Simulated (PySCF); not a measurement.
Computed with PySCF with B3LYP-D3(BJ)/def2-TZVP // PBE0-D4/def2-SVP. Isolated molecules, 0 K electronic values unless said otherwise. One relaxed conformer stands for a flexible species; it need not be the lowest. B3LYP has the VWN-RPA correlation part, as in Gaussian. Delta-SCF ions had no search for a lower state. Excitations are Tamm–Dancoff values on a coarser integration grid. The basis has no diffuse functions, so Rydberg states are missing or too high.

Reference species (SMILES): `Bc1cc(B)c2ccsc2c1` (neutral, multiplicity 1).

The S1–T1 gap (TDA) is 0.92 eV, the brightest of the four lowest singlets (TDA) is 4.51 eV and the vertical ionisation energy (Delta-SCF) comes out as 8.42 eV.

Changed species: `c1cc(B)cc2c1cc(B)s2`.

Problem. What does the change do to the S1–T1 gap (TDA), brightest of the four lowest singlets (TDA) and vertical ionisation energy (Delta-SCF)?

Solution. the S1–T1 gap (TDA) increases by 0.04 eV, to 0.96 eV; the brightest of the four lowest singlets (TDA) falls by 0.40 eV, to 4.11 eV; the vertical ionisation energy (Delta-SCF) decreases by 0.07 eV, to 8.35 eV.
